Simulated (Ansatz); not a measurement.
Cost and result for the atomization energy of CH2BF3O2S (`OB(O)SC(F)(F)F`) (10 atoms, 9 bonds).

```xyz
10

O    -1.7558    1.6407   -0.7149
B    -0.6725    0.8799   -0.4347
O     0.5783    1.3663   -0.6040
S    -1.1292   -0.8115    0.1519
C     0.4712   -1.4437    0.6789
F     0.3383   -2.7165    1.0287
F     1.4075   -1.3851   -0.2896
F     0.9780   -0.7806    1.7223
H    -1.5153    2.5033   -1.0663
H     1.2995    0.7472   -0.4722
```

Total charge 0; spin multiplicity 1. The structure was optimised at the PBE0-D4/def2-TZVP level. It is one conformer, not always the lowest. Program: Ansatz. All runs use 2 threads of an AMD EPYC 7R13 on a shared host and a share of an NVIDIA H100 80 GB. Times are those of one run each, without the atoms' runs, and a repeat can differ threefold. Electronic energies, without spin–orbit coupling; frozen cores. CCSD(T)/CBS adds CCSD(T) − MP2 in def2-TZVPP to the MP2 limit, and its time is that of the two runs behind it. T1 = 0.013. B3LYP takes the VWN-RPA correlation (the form of Gaussian; ORCA's B3LYP/G).

CCSD(T)/CBS is a level of theory with its own doubt, some kJ/mol a heavy atom from the limit and from the frozen cores, so smaller differences don't rank the functionals.

| level | functions | wall time | atomization (kJ/mol) | difference from CCSD(T)/CBS | per bond |
| --- | --- | --- | --- | --- | --- |
| B2PLYP/def2-TZVPP | 287 | 4.7 s | 4124.7 | -51.3 | -5.7 |
| PBE-D4/def2-TZVPP (with forces) | 287 | 7 s | 4366.6 | 190.6 | 21.2 |
| B3LYP-D4/def2-TZVPP (with forces) | 287 | 7 s | 4149.3 | -26.7 | -3.0 |
| PBE0-D4/def2-TZVPP | 287 | 7.5 s | 4199.0 | 23.0 | 2.6 |
| ωB97X-V/def2-TZVPP | 287 | 7.5 s | 4196.5 | 20.5 | 2.3 |
| r2SCAN-D4/def2-TZVPP (with forces) | 287 | 8.5 s | 4229.8 | 53.8 | 6.0 |
| ωB97M-V/def2-TZVPP (with forces) | 287 | 8.5 s | 4213.8 | 37.8 | 4.2 |
| MP2/def2-QZVPP | 529 | 11 s | 4324.9 | 148.9 | 16.5 |
| CCSD(T)/def2-TZVPP | 287 | 13 s | 4045.0 | -131.0 | -14.6 |
| CCSD(T)/CBS(def2) | – | 24 s | 4176.0 | 0.0 | 0.0 |

From PBE to PBE0 (25 % exact exchange), in def2-TZVPP and without D4, the atomization energy moves by −163.8 kJ/mol: exact exchange takes away binding that semilocal exchange gives to molecules. The D4 term adds +38.8 kJ/mol with B3LYP and +20.2 kJ/mol with PBE0; it sums over pairs of atoms, weighted by their polarisabilities, and B3LYP, whose exchange is more repulsive, gets the larger term. In def2-TZVPP, CCSD(T) changes the Hartree–Fock value by +1208.2 kJ/mol (the triples alone add +97.0 kJ/mol) and MP2 by +1410.9 kJ/mol; breaking electron pairs costs correlation energy, which Hartree–Fock lacks.
